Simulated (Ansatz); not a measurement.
Input (CCSDT(Q)/aug-cc-pV(D+d)Z; Ansatz, an electronic-structure program): A basis named .json is the Basis Set Exchange file of that set.

Ansatz 0.2 input:
```yaml
crystal:
  periodic: [false, false, false]
  atoms:
    - {symbol: Al, position_ang: [-0.09986280, -0.13040329, 0.16035459]}
    - {symbol: H, position_ang: [1.29902809, 0.23450594, 0.81841256]}
    - {symbol: H, position_ang: [-0.16868356, 1.06853116, -1.28130801]}
    - {symbol: H, position_ang: [0.16787192, 0.39220571, -1.62171419]}
basis:
  gaussian:
    orbitals: aug-cc-pV_D+d_Z.json
magnetization: {spin_polarized: true, initial_magnetization: 2}
correlation: {method: ccsdt_q, electrons: outside_noble_gas}
```

Output:

```
Functional definition: HF
integrals: 0.07 GiB planned
1029 factors; integrals over basis functions are off by at most 2.4e-7 eV
mean field: 0.14 GiB planned
mean field evaluation 1: about -6626.0019 eV, gradient 7.5e0 eV
mean field evaluation 2: about -6626.0021 eV, gradient 7.5e0 eV
mean field evaluation 4: about -6627.1053 eV, gradient 1.1e0 eV
mean field evaluation 8: about -6627.1581 eV, gradient 8.4e-3 eV
mean field evaluation 16: about -6627.1551 eV, gradient 2.6e-1 eV
mean field evaluation 32: about -6624.4321 eV, gradient 8.6e-4 eV
mean field -6627.15805904 eV, -243.5435666207 hartree, gradient 5.2e-6 eV, S^2 2.004183; 1 other end points of the search recorded, 0 dependent functions left out
determinant -6627.15805904 eV, -243.5435666207 hartree, with singles and doubles -6629.75295893 eV, -243.6389274329 hartree
determinant -6624.43214932 eV, -243.4433912862 hartree, with singles and doubles -6627.00912753 eV, -243.5380934886 hartree
5 core orbitals not correlated
reference -6627.15805904 eV, -243.5435666207 hartree; 4, 2 occupied and 50, 52 virtual orbitals, 1029 factors
second order -1.95632046 eV of doubles, -0.00000000 eV of singles
coupled cluster: 0.47 GiB planned
cycle   1  -2.38937686 eV  change   -4.3e-1 eV  update   5.9e-2
cycle   2  -2.63229820 eV  change   -2.4e-1 eV  update   2.8e-2
cycle   3  -2.64829356 eV  change   -1.6e-2 eV  update   1.0e-2
cycle   4  -2.65319763 eV  change   -4.9e-3 eV  update   4.9e-3
cycle   5  -2.65240828 eV  change    7.9e-4 eV  update   2.1e-3
cycle   6  -2.65229923 eV  change    1.1e-4 eV  update   8.5e-4
cycle   7  -2.65285527 eV  change   -5.6e-4 eV  update   3.6e-4
cycle   8  -2.65297749 eV  change   -1.2e-4 eV  update   1.4e-4
cycle   9  -2.65290599 eV  change    7.1e-5 eV  update   6.1e-5
cycle  10  -2.65290107 eV  change    4.9e-6 eV  update   2.7e-5
cycle  11  -2.65291125 eV  change   -1.0e-5 eV  update   1.1e-5
cycle  12  -2.65291304 eV  change   -1.8e-6 eV  update   3.6e-6
cycle  13  -2.65291375 eV  change   -7.0e-7 eV  update   1.5e-6
cycle  14  -2.65291237 eV  change    1.4e-6 eV  update   6.2e-7
cycle  15  -2.65291193 eV  change    4.5e-7 eV  update   2.6e-7
perturbative correction -0.00114199 eV, -0.0000419672 hartree
Total energy: -6629.81211296 eV, -243.6411013031 hartree
```

This triplet is an excited state, 2.9 eV above the singlet at CCSD(T)/cc-pV(5+d)Z (Ansatz).
